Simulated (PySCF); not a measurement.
Harmonic spectrum computed at PBE in the def2-TZVP basis family (core potentials from Rb on, PySCF, no spin–orbit coupling):

```tsv
ω (cm⁻¹)	IR (km/mol, summed over degenerate members)	degeneracy
457	21.7	2
659	78.0	1
859	0.0	1
1412	802	2
```

**Question.** Which molecule gave it? In each, all ligands are bound to the one heavy central atom.
A. BF₃ (singlet)
B. AsF₃ (singlet)
C. ScF₃ (singlet)
D. BrF₃ (singlet)

**Answer.** A. It has D3h symmetry with B–F 1.325 Å (×3).
